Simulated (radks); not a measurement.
Q: The magnesium ion Mg2+ is in [Ne]. All-electron calculation, scalar-relativistic Kohn-Sham, PBE, spin-polarised, spherical densities, finite nucleus; Fermi nuclear charge, rms radius of each element as measured or else 0.836 A^(1/3) + 0.57 fm. Program: a radial shooting solver on a logarithmic mesh with Libxc functionals. Open shells are filled with parallel spins first. One electron is removed from 2s, 1s, 2p in turn, with full relaxation. Which removal costs least, and what does each cost?

A: 2p 80.483 eV; 2s 113.36 eV; 1s 1332.8 eV. The 2p electron leaves first.
